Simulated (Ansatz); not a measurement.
This geometry of CH$_{5}$BN$_{2}$S (10 atoms, charge 0, multiplicity 1) is a first-order saddle point.

Theory: Ansatz, RKS PBE-D4/STO-3G.

```xyz
10
Properties=species:S:1:pos:R:3
N -0.119 0.777 1.359
C 0.105 -0.130 0.169
S 1.854 -0.738 0.016
B -1.137 -0.783 -0.564
N -0.556 0.325 -1.105
H -0.461 0.126 2.135
H 0.865 1.028 1.699
H 2.027 -0.233 -1.247
H -1.995 -1.568 -0.697
H -0.498 1.146 -1.762
```

(1) Which two structures does it join? (They come from a converged band through this point; their orientation in space is the band's.)

(2) How far does it lie above each of them?

Results:

(1) No bond is made or broken. The dihedral N5–C2–S3–H8 goes from -67 to 88°.

Image 0:

```xyz
10
Properties=species:S:1:pos:R:3
N -0.182 0.721 1.422
C 0.149 0.022 0.120
S 1.954 -0.255 -0.121
B -0.998 -0.714 -0.681
N -0.647 0.544 -1.065
H -0.265 -0.075 2.131
H 0.730 1.188 1.736
H 1.795 -1.289 -1.006
H -1.700 -1.621 -0.910
H -0.753 1.429 -1.625
```

Image 6:

```xyz
10
Properties=species:S:1:pos:R:3
N -0.032 0.621 1.285
C 0.067 -0.203 0.014
S 1.675 -1.003 -0.348
B -1.278 -0.708 -0.655
N -0.688 0.411 -1.150
H -0.195 -0.107 2.053
H 0.971 0.932 1.505
H 2.398 0.159 -0.206
H -2.192 -1.432 -0.750
H -0.641 1.278 -1.745
```

(2) 0.088 eV above the first and 0.108 eV above the second. This is the barrier of this one path; another mechanism may lie lower. Limits of this set-up: minimal basis.

Run time: 2.9 min on 1 thread of Intel(R) Xeon(R) Platinum 8259CL CPU @ 2.50GHz (Skylake/Cascade Lake), on a shared host, peak memory 0.11 GiB.
